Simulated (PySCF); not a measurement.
Species: C₄H₁₃NSi₂.
SMILES with atom numbers: `[SiH3:1][NH:2][SiH2:3][CH:4]1[CH2:5][CH2:6][CH2:7]1` (hydrogens: H8, H9, H10 on Si1; H11 on N2; H12, H13 on Si3; H14 on C4; H15, H16 on C5; H17, H18 on C6; H19, H20 on C7)

The same species was optimised twice, with GFN2-xTB and with PBE0-D3(BJ)/def2-SVP (PySCF), and the same property calculations (PySCF, gas phase) were run on both structures.

```tsv
coordinate	GFN2-xTB	PBE0-D3(BJ)/def2-SVP	change
Si3–C4 (Å)	1.891	1.876	-0.015
N2–Si3 (Å)	1.733	1.745	+0.012
C4–C5 (Å)	1.541	1.553	+0.012
C4–C7 (Å)	1.540	1.552	+0.012
C6–C7 (Å)	1.533	1.540	+0.007
C5–C6 (Å)	1.534	1.540	+0.006
Si1–N2 (Å)	1.734	1.739	+0.005
C5–C4–C7 (°)	89.0	88.2	-0.8
Si1–N2–Si3 (°)	130.6	129.8	-0.8
N2–Si3–C4 (°)	108.8	109.6	+0.8
Si3–C4–C7 (°)	113.9	113.2	-0.7
C4–C7–C6 (°)	89.4	88.9	-0.5
C4–C5–C6 (°)	89.4	88.9	-0.5
C5–C6–C7 (°)	89.6	89.1	-0.5
Si3–C4–C5 (°)	115.1	115.3	+0.2
Si1–N2–Si3–C4 (°)	-37	-16	+21
N2–Si3–C4–C5 (°)	77	71	-6
```

Rotational constants: A = 3243, B = 1012, C = 840.7 MHz (GFN2-xTB) against A = 3139, B = 1045, C = 863.4 MHz (PBE0-D3(BJ)/def2-SVP). Point groups within 0.08 Å: C1 and C1.

On the GFN2-xTB structure: HOMO (eV) -7.18 [PBE0/pcSseg-1]; LUMO (eV) 0.40 [PBE0/pcSseg-1]; dipole (D) 0.13 [PBE0/pcSseg-1]; GIAO shielding of Si1 (ppm) 406.5 [PBE0/pcSseg-1]; GIAO shielding of N2 (ppm) 271.5 [PBE0/pcSseg-1]; GIAO shielding of Si3 (ppm) 376.9 [PBE0/pcSseg-1]; GIAO shielding of C4 (ppm) 170.2 [PBE0/pcSseg-1]; GIAO shielding of C5/C7 (mean) (ppm) 164.4 [PBE0/pcSseg-1]; GIAO shielding of C6 (ppm) 165.9 [PBE0/pcSseg-1].

Q: What do these properties become on the PBE0-D3(BJ)/def2-SVP structure?

A: 
```tsv
property	level	on GFN2-xTB	on PBE0-D3(BJ)/def2-SVP	change
HOMO (eV)	PBE0/pcSseg-1	-7.18	-7.28	-0.10
LUMO (eV)	PBE0/pcSseg-1	0.40	0.42	+0.02
dipole (D)	PBE0/pcSseg-1	0.13	0.15	+0.02
energy, GFN2-xTB geometry as zero (kcal/mol)	PBE0/pcSseg-1	0.0	-2.2	-2.2
GIAO shielding of Si1 (ppm)	PBE0/pcSseg-1	406.5	406.7	+0.2
GIAO shielding of N2 (ppm)	PBE0/pcSseg-1	271.5	268.3	-3.2
GIAO shielding of Si3 (ppm)	PBE0/pcSseg-1	376.9	377.4	+0.5
GIAO shielding of C4 (ppm)	PBE0/pcSseg-1	170.2	167.5	-2.7
GIAO shielding of C5/C7 (mean) (ppm)	PBE0/pcSseg-1	164.4	160.4	-4.0
GIAO shielding of C6 (ppm)	PBE0/pcSseg-1	165.9	162.0	-3.9
```

The heavy atoms differ by 0.095 Å rms after alignment. Among bonds between heavy atoms Si3–C4 changes most (-0.015 Å). Changes are differences of the printed values. Neither structure is proved a minimum here.

Shape of the structure used: `[SiH3:1][NH:2][SiH2:3][CH:4]1[CH2:5][CH2:6][CH2:7]1`: Si1–N2–Si3–C4 -16°, N2–Si3–C4–C5 71°.
